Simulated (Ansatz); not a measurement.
Ansatz (an electronic-structure program) input:

Ansatz 0.2 input:
```yaml
crystal:
  periodic: [false, false, false]
  atoms:
    - {symbol: Zn, position_ang: [-0.55757928, -0.90592378, -0.83063472]}
    - {symbol: Cl, position_ang: [1.26848255, 0.64825923, -0.46295610]}
    - {symbol: Cl, position_ang: [-0.64451193, 0.19756637, 1.32804169]}
basis:
  gaussian:
    orbitals: def2-TZVP
hamiltonian:
  xc: b3lyp
  dispersion: d3bj
magnetization: {spin_polarized: true, initial_magnetization: 2}
relax: {f_tol: 0.002, max_steps: 150}
```

Question: Predict the final energy.

Answer: -2699.89370 Eh (B3LYP-D3(BJ)/def2-TZVP). The basis has 122 functions.

The spin state was set by rule; other spins were not relaxed.
